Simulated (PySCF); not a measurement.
Vertical excitations of a molecule C3H9N from TDA-PBE/def2-SVPD in PySCF, as energy in eV (oscillator strength): 5.13 (0.007), 5.62 (0.019), 6.01 (0.024), 6.52 (0.029), 6.93 (0.087), 7.18 (0.008), 7.68 (0.004), 7.82 (0.029), 7.91 (0.070), 8.15 (0.003). Lowest triplet (TDA): 4.95 eV. Coordinates come from a B3LYP-D3(BJ)/def2-SVP optimisation. Other conformers were not sampled.

### Question
Identify the compound among the candidates.
(A) CCCN
(B) CN(C)C
(C) CC(C)N
(D) CCNC

### Answer
D, CCNC
